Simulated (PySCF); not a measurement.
# Bonding in `O=Cc1ccccn1`

Species: C₆H₅NO.
SMILES with atom numbers: `[O:1]=[CH:2][c:3]1[cH:4][cH:5][cH:6][cH:7][n:8]1` (hydrogens: H9 on C2; H10 on C4; H11 on C5; H12 on C6; H13 on C7)

Bond orders from the PBE0/pcSseg-2 density (PySCF). Geometry: PBE0-D3(BJ)/def2-TZVP, one conformer, isolated molecule.

Problem. How far do the computed orders between heavy atoms stray from the drawn ones?

Solution. The largest departure is 0.138, at C3–C4 (drawn aromatic, 1.362), counting aromatic bonds as 1.5. The bonds drawn aromatic range from 1.36 to 1.57.

Problem. Set the Mayer orders of the bonds between heavy atoms beside their lengths.

Solution. 
```csv
bond,drawn as,length (Å),Mayer order
O1–C2,double,1.203,1.958
C2–C3,single,1.485,0.993
C3–C4,aromatic,1.390,1.362
C4–C5,aromatic,1.383,1.415
C5–C6,aromatic,1.386,1.372
C6–C7,aromatic,1.389,1.385
C7–N8,aromatic,1.325,1.567
N8–C3,aromatic,1.332,1.434
```

Bonds between the same two heavy elements. C–C: lowest C2–C3 (0.993, 1.485 Å), highest C4–C5 (1.415, 1.383 Å). C–N: lowest N8–C3 (1.434, 1.332 Å), highest C7–N8 (1.567, 1.325 Å).

Problem. And the bonds to hydrogen?

Solution. C–H: 1.00 to 1.04 (5 bonds).

Problem. Sum the orders of all bonds at each heavy atom with more than one neighbour and set the sums beside the valence in the SMILES.

Solution. C2 3.955 (drawn 4), C3 3.789 (drawn 4), C4 3.794 (drawn 4), C5 3.812 (drawn 4), C6 3.773 (drawn 4), C7 3.991 (drawn 4), N8 3.001 (drawn 3). Orders between atoms that aren't bonded are not in these sums.

For a closed shell the Mayer order of atoms A and B is Σ (PS)μν (PS)νμ over the basis functions μ on A and ν on B, with P the density and S the overlap matrix.

The run behind these numbers computed NMR shieldings as well. Time: 63 s wall; peak memory 1.5 GiB. Hardware: one thread of an Arm Neoverse V1, on a shared host.

The values belong to the conformer `[O:1]=[CH:2][c:3]1[cH:4][cH:5][cH:6][cH:7][n:8]1`: O1–C2–C3–C4 0°.
